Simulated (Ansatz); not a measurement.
Reactions of C₃H₇NOS, SMILES `CN1CSC1O`.

Calculated with Ansatz (gas phase, PBE0-D4/def2-TZVP geometries, no zero-point term in ΔE). CCSD(T)/CBS adds triple-zeta CCSD(T) − MP2 to the extrapolated MP2 energy (def2 sets, frozen cores). This one scheme is used for every species, atoms too. DFT in def2-TZVPP. Open shells (•) are unrestricted, without spin–orbit coupling. Spin–orbit coupling would lower the free atoms: a little for C, O, S. One conformer a species, not always the lowest.

```json
{"reaction": "`CN1CSC1O` → `[CH2]` (triplet) + `OC1NCS1`", "B2PLYP (eV)": "4.50"}
{"reaction": "`CN1CSC1O` → `CC(O)C(N)=S`", "B2PLYP (eV)": "-1.24"}
{"reaction": "`CN1CSC1O` → 3 C• + 7 H• + N• + O• + S•", "B2PLYP (eV)": "50.77"}
{"reaction": "`CN1CSC1O` + H₂ → `CN1CSC1` + H₂O", "B2PLYP (eV)": "-0.49"}
{"reaction": "`CN1CSC1O` + `O[SiH2][AlH2]` → `CO[SiH2][AlH2]` + `OC1NCS1`", "B2PLYP (eV)": "0.59"}
{"reaction": "`CN1CSC1O` + `[CH3][Al]([SH])[Cl]` → `C[S][Al]([CH3])[Cl]` + `OC1NCS1`", "B2PLYP (eV)": "0.28"}
```

Task: Give the CCSD(T)/CBS values in the same order. (Estimate.)

Result: Computed: 4.60, -1.15, 51.38, -0.53, 0.64, 0.28 eV.

Largest T1 diagnostic: 0.015, for `CC(O)C(N)=S`.
